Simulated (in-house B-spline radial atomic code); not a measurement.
Configurations of Mg5+, with energies counted from [He] 2s2 (2p1/2)2 (2p3/2)1. Level of theory: Dirac-Hartree-Fock, average of each configuration as written, Fermi nucleus of rms radius 3.057 fm; calculated with a radial B-spline atomic code at the basis-set limit. Energies include first-order Breit, QED and recoil terms.

Occupations are held fixed; configurations that lie above the ionisation limit could autoionise.

| configuration | E - E(ref) (eV) | highest orbital | its <r> (bohr) |
| --- | --- | --- | --- |
| [He] 2s1 (2p1/2)1 (2p3/2)3 | 33.298 | 2p3/2 | 0.579 |
| [He] 2s2 (2p3/2)2 4s1 | 143.64 | 4s1/2 | 3.209 |
| [He] 2s1 (2p1/2)1 (2p3/2)2 (3d3/2)1 | 153.62 | 3d3/2 | 1.63 |
| [He] 2s2 (2p1/2)2 (5g7/2)1 | 163.08 | 5g7/2 | 4.583 |
| [He] 2s2 (2p1/2)1 (2p3/2)1 (6f7/2)1 | 167.27 | 6f7/2 | 7.98 |
| [He] 2s1 (2p1/2)2 (2p3/2)1 (5f7/2)1 | 191.86 | 5f7/2 | 5.235 |

Task: Order these further configurations by energy, lowest first.
A. [He] 2s2 (2p1/2)1 (2p3/2)1 (4d3/2)1
B. [He] 2s2 (2p3/2)2 (5d5/2)1
C. [He] 2s2 (2p1/2)1 (2p3/2)2
D. [He] 2s1 (2p3/2)3 (3p1/2)1
E. [He] 2s1 (2p1/2)1 (2p3/2)2 (4d3/2)1

Result: C (-1.0195 eV), D (146.92 eV), A (149.1 eV), B (161.78 eV), E (178.71 eV).

Task: How far above the reference does [He] 2s2 (2p3/2)3 lie?

Result: 0.68407 eV; its least bound orbital is 2p3/2 with <r> = 0.5741 bohr.

Task: How far above the reference does [He] 2s1 (2p3/2)3 (5d3/2)1 lie?

Result: 192.14 eV; its least bound orbital is 5d3/2 with <r> = 5.585 bohr.

Task: Is the reference the lowest configuration at this level of theory?

Result: No: [He] 2s2 (2p1/2)1 (2p3/2)2 lies 1.02 eV lower. Averages of configurations without correlation can order differently from the measured ground levels.
